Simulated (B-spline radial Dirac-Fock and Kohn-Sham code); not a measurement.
Run log: O

ΔSCF core binding energies without Breit or QED terms, calculated with a radial B-spline solver. Keys: rel is the Hamiltonian (dirac, or spin-free x2c and nr, where L3 and M5 stand for the whole 2p and 3d shells), method is hf or an exchange,correlation pair (spin-unpolarised, also for the hole states), nuc the nuclear model, radius_factor scales its radius, rmax is the box in bohr, h the logarithmic mesh step, order the B-spline order, points the quadrature points per cell, c_factor scales the speed of light, and damp, ndamp, maxit and tol steer the iteration. The run stops when the commutator error falls below 10·tol·max(1, Z/10), or the numerical noise floor, and the energy has settled to about 1e-8 Ha; the virial ratio is −V/T.

Input (task.json):

```json
{"items": [{"Z": 8, "q": 0, "cfg": [[1, 0, 2], [2, 0, 2], [2, 1, 4]], "A": 16, "rrms": 2.6991, "do": "settings", "holes": ["K", "L3", "M5"],
  "settings": [{"rel": "dirac", "method": "hf", "nuc": "fermi", "radius_factor": 1.0, "rmax": 3.0, "h": 0.3, "order": 8, "points": 10, "c_factor": 1.0, "maxit": 95, "damp": 0.5, "ndamp": 3, "tol": 1e-08}]}]}
```

Command: `python xray2_run.py task.json out`

Ground-state iterations:

```
iter   energy (Ha)        error
   1      -74.28340168  3.15e-01
   2      -74.58018260  2.39e-02
   3      -74.59780311  7.82e-03
   4      -74.60012342  2.83e-03
   5      -74.60047467  1.14e-03
   6      -74.60050106  9.91e-05
   7      -74.60050125  1.35e-05
   8      -74.60050125  1.81e-07
```

The ground state converged in 8 iterations, with total energy -74.60050 Ha, virial ratio 1.98013 and highest orbital energy -12.44 eV. ΔSCF binding energies: K (1s) 541.4 eV. Holes are computed only in closed shells, and unreliable hole states are left out.

Q: One setting is unsound. Which, and why?

A: rmax squeezes the outer orbitals. With the default settings (Dirac Hartree-Fock): The ground state converged in 10 iterations, with total energy -74.82499 Ha, virial ratio 1.99851 and highest orbital energy -16.75 eV. ΔSCF binding energies: K (1s) 545.8 eV. Holes are computed only in closed shells, and unreliable hole states are left out.
